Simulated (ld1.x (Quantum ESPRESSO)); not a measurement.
**Configuration tests for rhenium (RRKJ)**

```
Element                 : Re (Z = 75)
Generator               : ld1.x (Quantum ESPRESSO) 7.5
Type                    : norm-conserving RRKJ (Kleinman–Bylander form)
Functional              : PBEsol
Relativity              : scalar-relativistic
Frozen core             : [Kr] 4d10 4f14 5s2
Valence charge          : 13
Reference configuration : 5p6 5d5 6s2 6p0
Partial waves           : 5p (bound): rc 1.90 bohr; 5d (bound): rc 1.75 bohr; 6s (bound): rc 1.85 bohr
Local potential         : the s channel
Core correction         : a·sin(br)/r model core inside 1.05 bohr
```

Energies are relative to the spin-unpolarised reference configuration 5p6 5d5 6s2 6p0; without spin polarisation the order of configurations can differ from experiment. The frozen-core shift is the all-electron ΔE with the core orbitals held at their reference shape minus the fully relaxed ΔE.

Q: Give the all-electron excitation energy and the error of the potential for: 5p6 5d5 6s1 6p0; 5p6 5d5 6s0 6p0; 5p6 5d4 6s0 6p0; 5p6 5d4 6s2 6p0; 5p6 5d6 6s1 6p0; 5p6 5d5 6s0 6p2; 5p6 5d3 6s0 6p0.

A:

```csv
valence configuration,charge,ΔE all-electron (eV),error AE − PS (meV),frozen-core shift (meV)
5p6 5d5 6s1 6p0,+1,9.292,-3.5,+3.5
5p6 5d5 6s0 6p0,+2,25.636,-27,+9.1
5p6 5d4 6s0 6p0,+3,52.794,-72,+26
5p6 5d4 6s2 6p0,+1,10.002,+33,+3.3
5p6 5d6 6s1 6p0,0,0.950,-19,+8.7
5p6 5d5 6s0 6p2,0,9.963,-905,+2.7
5p6 5d3 6s0 6p0,+4,92.177,-228,+104
```

Levels in the configuration 5p6 5d5 6s1 6p0:

```json
{"level": "5p", "all-electron (eV)": "-54.846", "pseudo (eV)": "-54.799"}
{"level": "5d", "all-electron (eV)": "-12.988", "pseudo (eV)": "-12.966"}
{"level": "6s", "all-electron (eV)": "-12.729", "pseudo (eV)": "-12.731"}
```
